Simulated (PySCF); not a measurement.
CBrF2, SMILES F[C](F)Br, multiplicity 2.

Coordinates come from a r2SCAN-D4/def2-SVP optimisation. The isomer is the one that the SMILES or the coordinates give; other isomers of the formula were not compared.

Calculation: ωB97X/def2-TZVPD in PySCF.

Gas-phase values at a fixed geometry.

```
Quantity                                                                                                        Result
---------------------------------------------------------------------------------------------  -----------------------
total energy                                                                                       -2811.95642 hartree
point group                                                                                                         Cs
α spin, highest occupied and lowest empty level                                                      -9.68 and 1.25 eV
β spin, highest occupied and lowest empty level                                                    -11.57 and -0.60 eV
dipole moment                                                                                                   0.34 D
quadrupole, principal values (traceless, Buckingham form, about the centre of nuclear charge)   -1.54, -0.44, 1.98 D·Å
mean static polarisability                                                                        38.0 bohr³ (5.63 Å³)
polarisability, principal values                                                                31.1, 34.4, 48.5 bohr³
⟨S²⟩                                                                                           0.755 (pure state 0.75)
```
